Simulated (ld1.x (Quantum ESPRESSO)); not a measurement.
**What one change does to a pseudopotential (Zr, TM)**

```
Element                 : Zr (Z = 40)
Generator               : ld1.x (Quantum ESPRESSO) 7.5
Type                    : norm-conserving Troullier–Martins (Kleinman–Bylander form)
Functional              : PBE
Relativity              : scalar-relativistic
Frozen core             : [Ar] 3d10 4s2
Valence charge          : 10
Reference configuration : 4p6 4d2 5s0.5 5p0 (charge +1.5)
Partial waves           : 4p (bound): rc 2.30 bohr; 4d (bound): rc 2.25 bohr; 5s (bound): rc 3.00 bohr
Local potential         : the s channel
Core correction         : Bessel-smoothed model core inside 1.65 bohr
```

Change: core correction Bessel-smoothed model core inside 2.60 bohr.

Cutoffs: the cutoffs (Ry, on a coarse ladder) from which the occupation-weighted sum of valence levels, in a spherical-Bessel basis at the reference potential, stays within 10 and 1 mRy of its value at 400 Ry; they do not see the model core or the augmentation charge, which bear on the density cutoff. Errors are all-electron minus pseudo energies relative to the spin-unpolarised reference configuration.

Problem. Predict the effect on cutoff, ghosts and configuration errors.

Solution. The potential gets neither clearly harder nor softer (30 Ry and 40 Ry → 30 Ry and 40 Ry); of the 7 tests that both files solve, the error grows in 0 and shrinks in 3 by more than 15 % and 0.3 meV (median size 7.5 → 6.0 meV); neither file shows a bound ghost. A wider model core is smoother and lowers the density cutoff, which this test does not measure.

| quantity | base | changed |
| --- | --- | --- |
| cutoff, loose | 30 Ry | 30 Ry |
| cutoff, tight | 40 Ry | 40 Ry |
| bound ghosts | none | none |
| error for 4p6 4d2 5s2 5p0, meV [ΔE -12.85 eV] | -7.5 | -6.0 |
| error for 4p6 4d2 5s1 5p0, meV [ΔE -5.71 eV] | -0.8 | -0.5 |
| error for 4p6 4d2 5s0 5p0, meV [ΔE 7.23 eV] | -3.4 | -2.9 |
| error for 4p5 4d2 5s2 5p0, meV [ΔE 25.15 eV] | -462 | -430 |
| error for 4p6 4d1 5s2 5p1, meV [ΔE -9.84 eV] | -746 | -741 |
| error for 4p6 4d3 5s0 5p0, meV [ΔE -5.32 eV] | -63 | -61 |
| error for 4p6 4d2 5s1.5 5p0, meV [ΔE -9.97 eV] | -3.7 | -2.8 |
| s: phases at 3.25 bohr within 0.05 rad from the reference energy up to (Ry; the scan ends near 5) | 1.0 | 1.0 |
| p: phases at 3.25 bohr within 0.05 rad from the reference energy up to (Ry; the scan ends near 5) | -1.4 | -1.4 |
| d: phases at 3.25 bohr within 0.05 rad from the reference energy up to (Ry; the scan ends near 5) | -0.0 | -0.0 |
